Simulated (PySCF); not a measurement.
# Cadmium: a sound run and one with changed settings

Sound run: Cd²⁺ [Kr] 4d10, Cd³⁺ [Kr] 4d9. All numbers are calculated (PySCF 2.14, the spin-free X2C one-electron Hamiltonian (Gaussian nucleus), in x2c-SVPall). In the sound run the correlated levels freeze [Kr]. The sound run starts from symmetry-adapted Hartree-Fock orbitals and uses a fine grid where one is needed.

Changed run: basis STO-3G, all-electron and non-relativistic. This setting is unsound on purpose.

| species | method | sound run (hartree) | changed run (hartree) | converged |
| --- | --- | --- | --- | --- |
| Cd²⁺ | UHF | -5589.93396 | -5410.97188 | yes |
| Cd²⁺ | B3LYP | -5592.52064 | -5412.76492 | yes |
| Cd²⁺ | r2SCAN | -5592.47271 | -5412.95304 | yes |
| Cd²⁺ | MP2 | -5590.19902 | -5410.97280 | yes |
| Cd³⁺ | UHF | -5588.61185 | -5409.91393 | yes |
| Cd³⁺ | B3LYP | -5591.13064 | -5411.67235 | yes |
| Cd³⁺ | r2SCAN | -5591.08630 | -5411.84757 | yes |
| Cd³⁺ | MP2 | -5588.82322 | -5409.91443 | yes |

Ionisation energy of Cd²⁺:

```json
{"method": "UHF", "sound run (eV)": "35.977", "changed run (eV)": "28.788"}
{"method": "B3LYP", "sound run (eV)": "37.824", "changed run (eV)": "29.730"}
{"method": "r2SCAN", "sound run (eV)": "37.726", "changed run (eV)": "30.081"}
{"method": "MP2", "sound run (eV)": "37.437", "changed run (eV)": "28.800"}
{"method": "SCS-MP2", "sound run (eV)": "37.268", "changed run (eV)": "28.800"}
```

A minimal basis cannot let orbitals breathe on ionisation and holds almost no correlation. The Hamiltonian changed with the basis, so the totals do not compare.

For comparison, NIST gives 37.468 ± 0.006 eV between the lowest levels.
